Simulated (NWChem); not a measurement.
System: H2BO2, doublet; SMILES O[B]O

Input file for NWChem:

```
start job
memory heap 200 mb stack 900 mb global 1100 mb
geometry units angstroms
  O     -1.221829     0.000000     0.039325
  B      0.000000     0.000000    -0.544693
  O      1.221829     0.000000     0.039325
  H     -1.213554     0.000000     1.016638
  H      1.213554     0.000000     1.016638
end
basis spherical
  * library def2-svp
end
dft
  odft
  mult 2
  xc xpbe96 cpbe96
  iterations 150
end
driver
  maxiter 120
end
task dft optimize
task dft freq
```

In the optimisation the excess spin sits in a1 (C2v, its own frame). No stability test was run on the SCF state.

The level has its own optimisation; frequencies are unscaled.

Q: Predict the main results of this run. (PBE/def2-SVP, spin-unrestricted.) Quantities: r B–O (Å); r H–O (Å); highest harmonic frequency (cm⁻¹); lowest (cm⁻¹); zero-point energy (kcal/mol); dipole (D).

A: 
| Item | Result |
|---|---|
| r B–O (Å) | 1.353 |
| r H–O (Å) | 0.985 |
| highest harmonic frequency (cm⁻¹) | 3515 |
| lowest (cm⁻¹) | 396 |
| zero-point energy (kcal/mol) | 18.4 |
| dipole (D) | 3.31 |
